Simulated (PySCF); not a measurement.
From one molecule to another.

First species: C₆H₁₁NSi₂.
SMILES: `N#C/C=C/C[SiH2]/C=C/[SiH3]`

Second species: C6H11NSi2.
Geometry (PBE0-D3(BJ)/def2-SVP, Å), atoms numbered from 1 in this order:
```
atom  x, y, z in Å
C1     5.0031   -0.7822   -0.7607
C2     3.6427   -0.5234   -0.3337
C3     2.4987   -0.3058    0.0255
C4     1.2116   -0.0625    0.4296
C5     0.0685    0.1551    0.7935
C6    -1.3166    0.4063    1.1898
N7    -2.2776    0.3550    0.0882
Si8   -2.5042    1.8181   -0.8481
Si9   -2.8152   -1.2298   -0.4313
H10    5.6026   -1.2015    0.0629
H11    5.0253   -1.5027   -1.5937
H12    5.4957    0.1428   -1.1003
H13   -1.3720    1.3933    1.6859
H14   -1.6024   -0.3265    1.9678
H15   -2.6694    2.9561    0.1088
H16   -3.7293    1.6421   -1.6796
H17   -1.3536    2.1437   -1.7484
H18   -4.0182   -1.0435   -1.2924
H19   -3.1537   -2.0218    0.7918
H20   -1.7862   -1.9960   -1.2019
```

Levels: B3LYP/def2-SVPD for dipole moment, HOMO energy, LUMO energy, HOMO–LUMO gap, static isotropic polarisability and electronic spatial extent ⟨r²⟩ about the centre of nuclear charge; TDDFT B3LYP/def2-SVPD for lowest singlet excitation; TDA B3LYP/def2-SVPD for lowest triplet excitation (Tamm–Dancoff); ΔSCF B3LYP/def2-SVPD for vertical ionisation energy; PBE0-D3(BJ)/def2-SVP for rotational constant A and rotational constant C. Geometries: PBE0-D3(BJ)/def2-SVP. Each species is one conformer at its optimised geometry, gas phase, non-relativistic unless stated. Electronic properties by PySCF.

Dipoles, sizes and rotational constants follow the conformer. The torsions of the flexible species, by atom-mapped SMILES:
- `[N:1]#[C:2]/[CH:3]=[CH:4]/[CH2:5][SiH2:6]/[CH:7]=[CH:8]/[SiH3:9]`: C3–C4–C5–Si6 -95°, C4–C5–Si6–C7 66°, C5–Si6–C7–C8 -85°
- `[CH3:1][C:2]#[C:3][C:4]#[C:5][CH2:6][N:7]([SiH3:8])[SiH3:9]`: C5–C6–N7–Si8 -85°

(1) Which has the higher LUMO energy?

(2) Which of the two has the higher T1 energy, and by how much?

(3) Which of the two has the higher rotational constant A, and by how much?

(4) Which has the higher HOMO energy?

(5) Which has the higher static isotropic polarisability?

(6) Which has the higher ⟨r²⟩?

(7) Which has the higher dipole moment?

(8) Which of the two has the higher vertical ionisation energy, and by how much?

## Answers

(1) The second: -0.81 eV against -1.71 eV, a difference of 0.90 eV.

(2) The second: 3.74 eV against 3.53 eV, a difference of 0.21 eV.

(3) The second: 2.119 GHz against 1.002 GHz, a difference of 1.117 GHz.

(4) The second: -6.68 eV against -7.40 eV, a difference of 0.72 eV.

(5) The second: 146.8 au against 136.0 au, a difference of 10.8 au.

(6) The second: 3043 bohr² against 2313 bohr², a difference of 730 bohr².

(7) The first: 4.82 D against 1.19 D, a difference of 3.63 D.

(8) The first: 9.26 eV against 8.40 eV, a difference of 0.86 eV.

On the first: The dipole equals about 16.1 × 10⁻³⁰ C·m (1 D = 3.33564 × 10⁻³⁰ C·m). The vertical singlet–triplet gap S1 − T1 is 1.59 eV (TDDFT singlet less Tamm–Dancoff triplet; S1: HOMO→LUMO+1, weight 0.64, beside HOMO→LUMO, weight 0.33; T1: HOMO→LUMO, weight 0.83).

On the second: The ΔSCF ionisation energy exceeds −ε(HOMO) by 1.72 eV with B3LYP; the lowest state found was started with its hole in HOMO−1. In wavenumbers S1 is 36300 cm⁻¹ (1 eV = 8065.54 cm⁻¹).
